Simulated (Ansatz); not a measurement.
H6B2Si, SMILES `B[SiH2]B` (charge 0, multiplicity 1).

Cartesian coordinates (Å):
```xyz
9

B     -1.5942    -0.1685    -0.1297
Si     0.1210     0.7612     0.3467
B      1.4701    -0.6115    -0.2271
H     -2.1292    -0.9024     0.6470
H     -2.0733    -0.0524    -1.2184
H      0.2072     1.0352     1.8095
H      0.2817     2.0381    -0.4052
H      1.8941    -0.6258    -1.3443
H      1.8226    -1.4739     0.5214
```
Charge 0, spin multiplicity 1.

Frozen-core energies in 6-31g from Ansatz (an electronic-structure program) at a geometry from PBE0-D3(BJ)/def2-TZVP; the HF reference has <S^2> = 0.00 and the T1 diagnostic is 0.014.

| level | energy (Ha) | difference from CCSDTQ (mHa) |
|---|---|---|
| HF | -341.63943 | 204.21 |
| MP2 | -341.79444 | 49.20 |
| CCSD | -341.83828 | 5.36 |
| CCSD(T) | -341.84242 | 1.22 |
| CCSDT | -341.84349 | 0.15 |
| CCSDT(Q) | -341.84362 | 0.01 |
| CCSDTQ | -341.84364 | 0.00 |
